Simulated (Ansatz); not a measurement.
`O[CH2][Ga]([F])[Cl]`, 8 atoms. Charge 0, multiplicity 1. Correlated methods include outer-core shells of Ga, which these sets cover unevenly. Scalar relativity is left out up to krypton. All runs use 4 threads of an Intel Xeon on a shared host. Correlated methods freeze the cores.

(1) How many basis functions does each run have, and how long does it take in Ansatz? RHF-CCSD(T)/def2-SVP energy; RKS revPBE-D4/def2-TZVPP energy; RKS ωB97M-V/def2-QZVPP energy; RKS B2PLYP (frozen core)/def2-TZVPP energy; RKS ωB97M-V/def2-SVP energy; RKS PBE0-D4/def2-SVP energy; direct RPA on PBE orbitals/def2-TZVPP energy; RHF-MP2/def2-QZVPP energy; RKS PBE0-D4/def2-TZVP frequencies; RKS r2SCAN-D4/def2-TZVPP energy and forces; RHF-CCSD(T)/def2-TZVPP energy; RKS ωB97M-V/def2-TZVPP energy and forces. (Best estimate.)

## Answers

(1) Computed: Other jobs shared the machine, so times are rough.

```json
{"level": "RKS PBE0-D4/def2-SVP", "job": "energy", "functions": "107", "wall time": "3.2 s", "peak host memory (GiB)": "0.43"}
{"level": "RKS revPBE-D4/def2-TZVPP", "job": "energy", "functions": "225", "wall time": "7.5 s", "peak host memory (GiB)": "0.31"}
{"level": "direct RPA on PBE orbitals/def2-TZVPP", "job": "energy", "functions": "225", "wall time": "8.5 s", "peak host memory (GiB)": "0.5"}
{"level": "RKS ωB97M-V/def2-SVP", "job": "energy", "functions": "107", "wall time": "9.1 s", "peak host memory (GiB)": "0.43"}
{"level": "RKS B2PLYP (frozen core)/def2-TZVPP", "job": "energy", "functions": "225", "wall time": "12 s", "peak host memory (GiB)": "0.59"}
{"level": "RHF-CCSD(T)/def2-SVP", "job": "energy", "functions": "107", "wall time": "14 s", "peak host memory (GiB)": "0.5"}
{"level": "RKS r2SCAN-D4/def2-TZVPP", "job": "energy and forces", "functions": "225", "wall time": "14 s", "peak host memory (GiB)": "0.33"}
{"level": "RKS ωB97M-V/def2-TZVPP", "job": "energy and forces", "functions": "225", "wall time": "19 s", "peak host memory (GiB)": "0.85"}
{"level": "RKS ωB97M-V/def2-QZVPP", "job": "energy", "functions": "420", "wall time": "34 s", "peak host memory (GiB)": "1.9"}
{"level": "RHF-MP2/def2-QZVPP", "job": "energy", "functions": "420", "wall time": "48 s", "peak host memory (GiB)": "2.2"}
{"level": "RHF-CCSD(T)/def2-TZVPP", "job": "energy", "functions": "225", "wall time": "3.5 min", "peak host memory (GiB)": "3.8"}
{"level": "RKS PBE0-D4/def2-TZVP", "job": "frequencies", "functions": "196", "wall time": "4.5 min", "peak host memory (GiB)": "0.59"}
```
